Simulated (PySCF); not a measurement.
Species: C5H15P2 (charge +1).
Atom-mapped SMILES: `[CH3:1][P@H+:2]([PH2:3])[C:4]([CH3:5])([CH3:6])[CH3:7]` (hydrogens: H8, H9, H10 on C1; H11 on P2; H12, H13 on P3; H14, H15, H16 on C5; H17, H18, H19 on C6; H20, H21, H22 on C7)

Computed with PySCF at PBE0/pcSseg-1 and CAM-B3LYP/def2-SVPD, non-relativistic, on one gas-phase PBE0-D3(BJ)/def2-SVP geometry that isn't relaxed in the solvent. The solvent is an IEF-PCM continuum (Bondi radii, 1.10 Å for H, scaled by 1.2). The model holds no explicit solvent molecules, cavitation or dispersion.

Gas phase at PBE0/pcSseg-1: HOMO -12.72 eV, LUMO -4.99 eV.

Problem. What does the continuum do to the energy and the frontier levels at PBE0/pcSseg-1 in cyclohexane and acetone?

Solution. 
```tsv
solvent	ε	E(solvent) − E(gas) (kJ/mol)	polarisation term (kJ/mol)	distortion of the solute (kJ/mol)	HOMO (eV)	LUMO (eV)
cyclohexane	2.017	-112.31	-113.10	0.79	-10.59	-2.83
acetone	20.49	-215.84	-221.39	5.55	-8.70	-0.89
```

The polarisation term is half the interaction of the solute with the surface charges that it induces; the rest is the cost of distorting the solute's density. The sum is the electrostatic part of solvation alone. From cyclohexane to acetone the lowering changes by a factor 1.92, Born's factor 1 − 1/ε by 1.89 and ε itself by 10.2.

Problem. Which radius a makes Born's formula ΔE = −(q²/2a)(1 − 1/ε) give the value in acetone?

Solution. a = q²(1 − 1/ε)/(2|ΔE|) = 3.06 Å, with q = +1 e and |ΔE| = 0.0822 Eh; the farthest nucleus lies 3.56 Å from the centroid of the nuclei. The formula assumes a point charge at the centre of a sphere.

Problem. Which ESP-fitted charges (PBE0/pcSseg-1) respond most in acetone (means over atoms taken as equivalent)?

Solution. 
```json
{"atoms": "P2", "environment": "phosphorus bonded to 2 C, P and H", "gas (e)": "+0.130", "solvent (e)": "+0.276", "change": "+0.146"}
{"atoms": "P3", "environment": "three-coordinate phosphorus", "gas (e)": "-0.019", "solvent (e)": "-0.130", "change": "-0.111"}
{"atoms": "C4", "environment": "sp3 carbon bound to phosphorus", "gas (e)": "+0.428", "solvent (e)": "+0.525", "change": "+0.097"}
{"atoms": "C5/C6/C7", "environment": "methyl carbon", "gas (e)": "-0.490", "solvent (e)": "-0.522", "change": "-0.032"}
{"atoms": "C1", "environment": "sp3 carbon bound to phosphorus", "gas (e)": "-0.429", "solvent (e)": "-0.459", "change": "-0.030"}
{"atoms": "H12/H13", "environment": "P–H hydrogen", "gas (e)": "+0.127", "solvent (e)": "+0.151", "change": "+0.024"}
{"atoms": "H14 (×9)", "environment": "methyl hydrogen", "gas (e)": "+0.155", "solvent (e)": "+0.150", "change": "-0.005"}
{"atoms": "H11", "environment": "P–H hydrogen", "gas (e)": "+0.123", "solvent (e)": "+0.121", "change": "-0.002"}
```

Gas phase at CAM-B3LYP/def2-SVPD: HOMO -13.97 eV, LUMO -3.84 eV.

Problem. What does the continuum do to the energy and the frontier levels at CAM-B3LYP/def2-SVPD in acetone?

Solution. 
```tsv
solvent	ε	E(solvent) − E(gas) (kJ/mol)	polarisation term (kJ/mol)	distortion of the solute (kJ/mol)	HOMO (eV)	LUMO (eV)
acetone	20.49	-214.67	-221.12	6.45	-9.94	0.21
```

Problem. How does the static polarisability (CAM-B3LYP/def2-SVPD, frozen core, with the continuum's full static response) change?

Solution. 
```tsv
medium	isotropic (au)	principal values (au)	⟨r²⟩ of the electrons (bohr²)
gas	104.8	91.5, 104.5, 118.5	1275.5
acetone	148.7	134.6, 147.5, 164.0	1278.9
```

The isotropic value in acetone is 1.42 times the gas-phase one; no cavity-field correction is applied. ⟨r²⟩ is taken about the centre of nuclear charge.

Hardware: one thread of an Arm Neoverse N1 (shared host). Cost: 62 s of wall time, 1.2 GiB resident at most. This is the whole shielding run at PBE0/pcSseg-1 in acetone, SCF included.

Shape of the structure used: `[CH3:1][P@H+:2]([PH2:3])[C:4]([CH3:5])([CH3:6])[CH3:7]`: C1–P2–C4–C5 58°, H–P3–P2–C1 154°, H–P3–P2–C1 60°.
